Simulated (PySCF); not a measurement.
A calculated (PW91, PySCF 2.14, x2c-TZVPPall, scalar relativity by spin-free X2C-1e) atom or ion has these occupied shells.

| shell | electrons | orbital energy (eV) | rms radius, mean of both spins (bohr) |
| --- | --- | --- | --- |
| 1s α | 1 | -46565.7 | 0.0259 |
| 1s β | 1 | -46565.7 | 0.0259 |
| 2s α | 1 | -7609.4 | 0.105 |
| 2s β | 1 | -7609.3 | 0.105 |
| 2p α | 3 | -6799.4 | 0.0940 |
| 2p β | 3 | -6799.4 | 0.0940 |
| 3s α | 1 | -1667.3 | 0.272 |
| 3s β | 1 | -1665.5 | 0.272 |
| 3p α | 3 | -1413.1 | 0.272 |
| 3p β | 3 | -1411.3 | 0.272 |
| 3d α | 5 | -1063.2 | 0.251 |
| 3d β | 5 | -1061.8 | 0.251 |
| 4s α | 1 | -332.22 | 0.616 |
| 4s β | 1 | -327.61 | 0.616 |
| 4p α | 3 | -248.45 | 0.654 |
| 4p β | 3 | -243.83 | 0.654 |
| 4d α | 5 | -129.61 | 0.724 |
| 4d β | 5 | -125.01 | 0.724 |
| 5s α | 1 | -43.917 | 1.50 |
| 5s β | 1 | -41.255 | 1.50 |
| 5p α | 3 | -23.819 | 1.78 |
| 5p β | 3 | -21.809 | 1.78 |
| 6s α | 1 | -3.659 | 4.65 |
| 6s β | 1 | -3.437 | 4.65 |
| 4f α | 6 | -3.429 | 1.13 |

Task: Name the element and its charge.

Result: Sm (samarium, neutral), in [Xe] 4f6 6s2, high-spin 7F determinant.
